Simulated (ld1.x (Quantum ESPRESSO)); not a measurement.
**Which change was made? (Pt, RRKJ)**

```
Element                 : platinum
Generator               : ld1.x (Quantum ESPRESSO) 7.5
Type                    : norm-conserving RRKJ (Kleinman–Bylander form)
Functional              : LDA (PZ)
Relativity              : scalar-relativistic
Frozen core             : [Kr] 4d10 4f14 5s2
Valence charge          : 16
Reference configuration : 5p6 5d8 6s0 6p0 (charge +2)
Partial waves           : 5p (bound): rc 1.70 bohr; 5d (bound): rc 1.75 bohr; 6s (bound, empty): rc 2.25 bohr
Local potential         : the s channel
Core correction         : none
```

Cutoffs, loose and tight: the cutoffs (Ry, on a coarse ladder) from which the occupation-weighted sum of valence levels, in a spherical-Bessel basis at the reference potential, stays within 10 and 1 mRy of its value at 400 Ry. They do not see the model core or the augmentation charge, which bear on the density cutoff. Test errors are all-electron minus pseudo excitation energies from the reference, over the configurations 5p6 5d9 6s1 6p0; 5p6 5d9 6s0 6p0; 5p6 5d7 6s0 6p0; 5p6 5d8 6s1 6p0; 5p6 5d9.5 6s0.5 6p0; 5p5 5d9 6s1 6p0; 5p6 5d6 6s0 6p0 (two spin-polarised tests are not counted in the largest error); variants that change the core or the reference have their own tests. The largest error is taken over the tests solved by every variant that gives reliable tests at all, those not shown here included: 5p5 5d9 6s1 6p0; 5p6 5d6 6s0 6p0; 5p6 5d7 6s0 6p0; 5p6 5d8 6s1 6p0; 5p6 5d9 6s0 6p0; 5p6 5d9 6s1 6p0; 5p6 5d9.5 6s0.5 6p0.

The base gives: outcome: generated; cutoff, loose: 45 Ry; cutoff, tight: 70 Ry; bound ghosts: none; largest test error (meV): -262.

Task: After one change the result is: outcome: generated; cutoff, loose: 100 Ry; cutoff, tight: 160 Ry; bound ghosts: none; largest test error (meV): -183. Which change was it?
A. wave 6s (bound): rc 2.25 bohr becomes 6s (bound): rc 1.56 bohr
B. reference 5p6 5d9 6s1 6p0
C. wave 5d (bound): rc 1.75 bohr becomes 5d (bound): rc 1.26 bohr
D. all radii scaled by about 0.74 (s 1.68, p 1.26, d 1.30 bohr)
E. type ultrasoft; waves now 6s (bound): rcut 1.95, rcutus 2.25 bohr; 6s channel at 0.25 Ry: rcut 1.95, rcutus 2.25 bohr; 5p (bound): rcut 1.50, rcutus 1.70 bohr; 6p (bound): rcut 1.50, rcutus 1.70 bohr; 5d (bound): rcut 1.50, rcutus 1.75 bohr; 5d channel at -1.1 Ry: rcut 1.50, rcutus 1.75 bohr; local potential all-electron potential smoothed inside 1.40 bohr (lloc = -1); augmentation PSQ, radius 1.50 bohr

Result: D. The others give: wave 6s (bound): rc 2.25 bohr becomes 6s (bound): rc 1.56 bohr → outcome: generated; cutoff, loose: 45 Ry; cutoff, tight: 60 Ry; bound ghosts: s (extra level of the local part); largest test error (meV): -144 | reference 5p6 5d9 6s1 6p0 → outcome: generated; cutoff, loose: 45 Ry; cutoff, tight: 60 Ry; bound ghosts: none; largest test error (meV): -637 | wave 5d (bound): rc 1.75 bohr becomes 5d (bound): rc 1.26 bohr → outcome: generated; cutoff, loose: 100 Ry; cutoff, tight: 160 Ry; bound ghosts: none; largest test error (meV): -263 | type ultrasoft; waves now 6s (bound): rcut 1.95, rcutus 2.25 bohr; 6s channel at 0.25 Ry: rcut 1.95, rcutus 2.25 bohr; 5p (bound): rcut 1.50, rcutus 1.70 bohr; 6p (bound): rcut 1.50, rcutus 1.70 bohr; 5d (bound): rcut 1.50, rcutus 1.75 bohr; 5d channel at -1.1 Ry: rcut 1.50, rcutus 1.75 bohr; local potential all-electron potential smoothed inside 1.40 bohr (lloc = -1); augmentation PSQ, radius 1.50 bohr → outcome: generated, overlap not positive; bound ghosts: s (p not tested, overlap not positive); largest test error (meV): -35. A file whose overlap is not positive is unfit for use, and its test errors describe a broken file.
